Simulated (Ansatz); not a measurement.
Z-matrix (Å, degrees):
```
C
C 1 1.542
Si 1 2.267 2 55.0
Cl 1 1.795 2 112.5 3 116.5
O 1 1.410 2 102.7 3 -2.6
H 1 1.090 2 115.5 3 -123.0
H 2 1.090 1 112.7 3 116.0
H 2 1.087 1 113.8 3 -118.2
H 3 1.484 1 124.4 2 97.2
H 3 1.484 1 125.7 2 -94.6
```

Total charge 0; spin multiplicity 1.

List the ωB97M-V/def2-TZVPP orbital energies in eV (Ansatz 0.2.0). (An estimate is asked.)

Computed: Occupied: -2771.72, -1807.83, -526.42, -284.87, -281.66, -262.10, -199.62, -199.42, -199.42, -148.83, -102.98, -102.93, -102.92, -32.09, -26.26, -23.48, -20.27, -17.26, -16.80, -15.84, -15.23, -13.76, -12.85, -12.22, -11.55, -11.12, -10.90, -10.44. Lowest empty: 1.23, 2.21, 2.97, 3.21, 3.62, 3.89, 4.18, 4.68.
